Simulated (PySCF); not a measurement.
Calculation: PBE-D3(BJ)/def2-TZVP // B3LYP-D3(BJ)/def2-TZVP (PySCF). Isolated molecules, 0 K electronic values unless said otherwise. One relaxed conformer stands for a flexible species; it need not be the lowest. Excitations are Tamm–Dancoff values on a coarser integration grid. The basis has no diffuse functions, so Rydberg states are missing or too high.

Reference species (SMILES): `[H]/B=C(\C)N` (neutral, multiplicity 1).

```yaml
S1 oscillator strength: 0.001
T1 excitation (TDA): 1.30 eV
```

Changed species: `C=BCN`.

Question: What does the change do to the S1 oscillator strength and T1 excitation (TDA)?

Answer: the S1 oscillator strength is nearly the same; the T1 excitation (TDA) rises by 1.87 eV, to 3.17 eV.
